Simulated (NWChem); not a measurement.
System: SiHI$_{2}$, doublet; SMILES I[SiH]I

In the optimisation the excess spin sits in a' (Cs, its own frame). def2 effective core potentials on I; no spin-orbit coupling.

Give the equilibrium geometry at PBE-D3(BJ)/def2-SVP with def2 effective core potentials on I, spin-unrestricted (NWChem) as a Z-matrix, with the point group.

point group Cs; any orientation.
```
Si
H 1 1.5149
I 1 2.4698 2 106.75
I 1 2.4698 2 106.75 3 -121.15
```
